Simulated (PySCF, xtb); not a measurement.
Sn(H)2(Me)(OMe) (C2H8OSn), SMILES C[O][SnH2][CH3].

GFN2-xTB (xtb) at its own geometry gives an orbital gap of 5.10 eV and a dipole moment of 2.94 D.

The structure is a stationary point at B3LYP-D3(BJ)/def2-SVP. The structure was generated by enumeration; whether it is a known compound was not checked. The def2 effective core potentials stand for the cores of Sn; spin–orbit coupling is left out. One conformer was computed; it need not be the lowest.

Task: What does HF/def2-TZVP (PySCF) give? (An estimate is asked for; the answer gives what the named calculation found.)

Result: gap 13.28 eV (levels -10.89 and 2.39 eV), dipole 2.25 D.
